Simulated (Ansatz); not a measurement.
Species: BSiH4, charge 0, doublet. BSiH4 (SMILES [BH][SiH3], doublet).
B3LYP-D3(BJ)/def2-TZVP minimum from Ansatz (a quantum-chemistry and plane-wave program):
```xyz
6

B     -0.7704    -1.2627     0.1402
H     -1.7568    -1.8131    -0.2149
Si     0.2808     0.3996    -0.0317
H     -0.0549     1.1764     1.1926
H     -0.0013     1.2532    -1.2175
H      1.7337     0.1023    -0.0182
```
Charge 0, spin multiplicity 2.

Atomisation energy term by term, kcal/mol (programs: Ansatz). UHF or UKS for unpaired electrons; spin-orbit terms are left out. Cores are frozen in correlated methods. Rows without X2C or -DK are non-relativistic. CBS(X,Y): correlation extrapolated as X^-3, Hartree-Fock from the larger set. A bracket is a step between two methods taken in the basis named. '+ core + X2C': CCSD(T) terms for core correlation (cc-pwCVTZ, 1s frozen past Ne) and scalar relativity (cc-pVTZ-DK). Where a partner has so few electrons that a lower coupled-cluster level is exact, that level stands in.

| term | basis | kcal/mol |
|---|---|---|
| Hartree-Fock | cc-pV(Q+d)Z | 305.20 |
| CCSD correlation | CBS(cc-pV(T+d)Z,cc-pV(Q+d)Z) | 73.66 |
| (T) | CBS(cc-pV(T+d)Z,cc-pV(Q+d)Z) | 2.45 |
| CCSDT(Q) - CCSD(T) | cc-pV(T+d)Z | 0.20 |
| core correlation | cc-pwCVTZ | 0.60 |
| scalar relativity | X2C, cc-pVTZ-DK | -0.73 |
| sum: De |  | 381.4 |

The step beyond CCSD(T) by other levels: CCSDT(Q) in cc-pV(D+d)Z 0.27 kcal/mol.
